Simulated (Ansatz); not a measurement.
Input file for C3H9NSi (`CC(C)[Si]N`):

```yaml
crystal:
  periodic: [false, false, false]
  atoms:
    - {symbol: C, position_ang: [-1.053573, -0.235429, 0.669593]}
    - {symbol: C, position_ang: [0.332433, 0.358657, 0.482634]}
    - {symbol: C, position_ang: [1.425375, -0.644233, 0.862558]}
    - {symbol: Si, position_ang: [0.790257, 1.103766, -1.233173]}
    - {symbol: N, position_ang: [-0.631626, 0.767748, -2.116308]}
    - {symbol: H, position_ang: [-1.202286, -0.588868, 1.695845]}
    - {symbol: H, position_ang: [-1.846221, 0.489439, 0.461959]}
    - {symbol: H, position_ang: [-1.207511, -1.100407, 0.015136]}
    - {symbol: H, position_ang: [0.436739, 1.220815, 1.160804]}
    - {symbol: H, position_ang: [1.379439, -1.537106, 0.230246]}
    - {symbol: H, position_ang: [2.428137, -0.220427, 0.753010]}
    - {symbol: H, position_ang: [1.316781, -0.976523, 1.900179]}
    - {symbol: H, position_ang: [-1.458988, 0.304655, -1.768202]}
    - {symbol: H, position_ang: [-0.721956, 1.028815, -3.085479]}
basis:
  gaussian: {orbitals: def2-TZVPP}
correlation: {method: ccsd_t}
output: {orbitals: {seedname: orbitals}}
```

```sh
$ ansatz run in.yaml --threads 4 --pin off --events-out ev --progress --plain
```

Log, shortened:

```
Functional definition: HF
1686 factors; integrals over basis functions are off by at most 1.2e-3 eV
mean field evaluation 1: about -12573.8233 eV, gradient 4.8e1 eV
mean field evaluation 2: about -12574.0393 eV, gradient 4.8e1 eV
mean field evaluation 4: about -12579.6080 eV, gradient 4.6e0 eV
mean field evaluation 8: about -12579.7022 eV, gradient 3.2e-1 eV
mean field -12579.70272979 eV, -462.2955484909 hartree, gradient 4.9e-6 eV, S^2 0.000000; 0 other end points of the search recorded, 0 dependent functions left out
9 core orbitals not correlated: weight in the atoms' cores, before any rotation towards them, 1.000 or more for the frozen orbitals, at most 0.000 for the correlated occupied ones
reference -12579.70272979 eV, -462.2955484909 hartree; 15, 15 occupied and 268, 268 virtual orbitals, 1686 factors
second order -23.19996911 eV of doubles, -0.00000000 eV of singles
cycle   1  -23.95472701 eV  change   -7.5e-1 eV  update   1.0e-1
cycle   2  -24.55428121 eV  change   -6.0e-1 eV  update   3.2e-2
cycle   3  -24.66487528 eV  change   -1.1e-1 eV  update   1.6e-2
cycle   4  -24.65364629 eV  change    1.1e-2 eV  update   4.4e-3
cycle   5  -24.65288648 eV  change    7.6e-4 eV  update   2.2e-3
cycle   6  -24.65293745 eV  change   -5.1e-5 eV  update   7.0e-4
cycle   7  -24.65263686 eV  change    3.0e-4 eV  update   2.7e-4
cycle   8  -24.65269438 eV  change   -5.8e-5 eV  update   1.0e-4
cycle   9  -24.65271602 eV  change   -2.2e-5 eV  update   3.6e-5
perturbative correction -1.01492044 eV, -0.0372976382 hartree
Total energy: -12605.37036625 eV, -463.2388167328 hartree
```

It took 4.9 min on 4 threads of a server CPU on a shared host, with 9.1 GiB of host memory at the peak.

The correlation energy is -25.668 eV, 4.0 % of it from (T); the T1 diagnostic reads 0.0121.
